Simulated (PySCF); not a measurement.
# SbSBr3, singlet: structure and spectrum

All numbers come from PySCF, PBE, basis Sb def2-SVP with ECP28, S def2-SVP, Br def2-SVP (scalar-relativistic core potentials, no spin–orbit coupling, density fitting).

The structure is a minimum.

Coordinates in bohr (charge 0 multiplicity 1):
```
Sb    0.0000   -0.8011   -0.5667
S     0.0000   -4.2504   -3.0067
Br    3.6755   -0.2424    2.4279
Br   -3.6755   -0.2424    2.4279
Br    0.0000    3.4341   -2.7694
```

| Item | Value |
| --- | --- |
| Point group | C3v |
| Bond lengths | Sb–Br 2.526 Å (×3), Sb–S 2.236 Å |
| Bond angles | Br–Sb–Br 100.7° (×3), Br–Sb–S 117.2° (×3) |
| Heat capacity Cp at 298.15 K | 102.0 J/(mol K) |
| Principal quadrupole moments (Buckingham, traceless) about the centre of mass | -3.48, 1.74, 1.74 D Å |
| Lowest empty level | -5.04 eV |
| Enthalpy at 298.15 K above 0 K | 24.46 kJ/mol |
| Atomisation energy without zero-point energy | 1030 kJ/mol |
| Zero-point energy | 9.8 kJ/mol |
| Highest occupied level | -6.65 eV |
| Rotational symmetry number | 3 |
| Entropy at 298.15 K and 1 bar | 413.4 J/(mol K) |
| Dipole moment | 1.01 D |
| Principal polarisabilities | 106.1, 106.1, 120.4 bohr³ |
| Rotational constants | 0.01741, 0.01741, 0.01412 cm⁻¹ |

Harmonic modes (masses in u: Sb 120.904, S 31.972, Br 78.918):
```json
{"symmetry": "e", "ω (cm⁻¹)": "67", "IR (km/mol, summed over degenerate members)": "0.0", "μ (u)": "69.17"}
{"symmetry": "a1", "ω (cm⁻¹)": "94", "IR (km/mol, summed over degenerate members)": "1.5", "μ (u)": "77.69"}
{"symmetry": "e", "ω (cm⁻¹)": "106", "IR (km/mol, summed over degenerate members)": "5.4", "μ (u)": "44.50"}
{"symmetry": "a1", "ω (cm⁻¹)": "224", "IR (km/mol, summed over degenerate members)": "10.6", "μ (u)": "74.52"}
{"symmetry": "e", "ω (cm⁻¹)": "248", "IR (km/mol, summed over degenerate members)": "87.8", "μ (u)": "94.20"}
{"symmetry": "a1", "ω (cm⁻¹)": "470", "IR (km/mol, summed over degenerate members)": "35.3", "μ (u)": "38.81"}
```

In C3v the vibrations span 3e + 3a1.

Charges (e):
```
   atom  Mulliken  Löwdin  polar tensor  Mayer order to Sb1
    Sb1      0.68    0.32          1.80                   –
     S2     -0.22   -0.15         -0.44                1.69
Br3,4,5     -0.16   -0.06         -0.45                0.92
```

Mulliken populations on Sb1 (electrons outside its core potential): s 3.48, p 8.42, d 10.41.

Counting electrons, antimony keeps none of its valence electrons outside its bonds, so the VSEPR class is AX4 and the expected shape is tetrahedral; with unlike ligands the computed point group is C3v.

Other isomers or separated fragments may lie lower.

The final relaxation and frequency run took 2.6 min on 4 threads of a shared Intel Xeon @ 2.50GHz (Skylake/Cascade Lake) host, with 140 basis functions and 12 gradients; the process peaked at 1.4 GiB.
